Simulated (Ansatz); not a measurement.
The cluster K₃Sn₃I₉. Charge 0, multiplicity 1. Geometry r2SCAN-D4/def2-SVP; atoms count from 1.

Cartesian coordinates in Å:
```
K 1.046 1.204 -4.044
K 2.447 0.860 2.672
K 1.133 -2.514 -1.255
Sn -0.170 2.454 -0.087
Sn -0.356 -3.111 3.208
Sn -3.405 -0.536 0.523
I -3.909 2.219 0.665
I 2.361 -2.725 2.265
I 2.343 0.837 -0.736
I 1.163 3.984 2.026
I 1.553 -2.006 -4.499
I -1.777 -0.492 -1.837
I -1.106 -0.263 2.676
I -1.449 -4.095 0.787
I 0.125 4.185 -2.364
```

In the def2 sets I, Sn take a core potential; there is no spin–orbit coupling. Single mean-field runs in def2-TZVP are fitted with def2-universal-jkfit. Another isomer (singlet) lies 0.40 eV lower at PBE0-D4/def2-TZVP; other spin states weren't run for this one.

Q: Estimate the Mulliken populations from the PBE0/def2-TZVP orbitals of Ansatz.

A: 
```
atom  charge (e)
  K1        0.67
  K2        0.69
  K3        0.70
 Sn4        0.57
 Sn5        0.47
 Sn6        0.47
  I7       -0.30
  I8       -0.40
  I9       -0.50
 I10       -0.42
 I11       -0.71
 I12       -0.29
 I13       -0.24
 I14       -0.34
 I15       -0.39
```
Mulliken values depend strongly on the basis.

Q: And the Mayer bond orders between heavy atoms (over 0.3)?

A: K1–I11 0.30 (3.28 Å); Sn4–I9 0.55 (3.06 Å); Sn4–I10 0.74 (2.93 Å); Sn4–I15 0.81 (2.88 Å); Sn5–I8 0.80 (2.90 Å); Sn5–I13 0.66 (2.99 Å); Sn5–I14 0.92 (2.83 Å); Sn6–I7 0.99 (2.81 Å); Sn6–I12 0.87 (2.87 Å); Sn6–I13 0.46 (3.16 Å).
